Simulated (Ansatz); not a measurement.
Consider the isomerisation: `O[SiH2][SiH2][SiH3]` → `O[SiH]([SiH3])[SiH3]`.

Program: Ansatz. Geometries: PBE0-D4/def2-TZVP. ΔE: electronic, gas phase. CBS: MP2 limit from def2 TZ/QZ plus the TZ coupled-cluster correction, frozen cores. DFT in def2-TZVPP. B3LYP here is the variant with VWN-RPA as its local correlation; programs differ in this. One conformer a species, not always the lowest.

(1) Is it downhill or uphill in electronic energy at CCSD(T)/CBS, and by how much? (An estimate is asked.)

(2) What do these levels give: B3LYP-D4, r2SCAN0, RPA@PBE/def2-TZVPP, CCSD(T)/def2-TZVPP, HF/def2-QZVPP, MP2/CBS(def2)? (Estimate.)

Largest T1 diagnostic among the species: 0.013.

## Answers

(1) Ansatz gave: Uphill: ΔE = +2.0 kcal/mol.

(2) Computed: B3LYP-D4 1.4, r2SCAN0 2.1, RPA@PBE/def2-TZVPP 1.9, CCSD(T)/def2-TZVPP 2.0, HF/def2-QZVPP 1.9, MP2/CBS(def2) 2.1 kcal/mol.

Leaving LDA and LC-ωPBE aside and taking each functional with its dispersion term where it has one, the values, not all of them listed here, spread over 0.9 kcal/mol, from BLYP-D4 to PBE-QIDH.
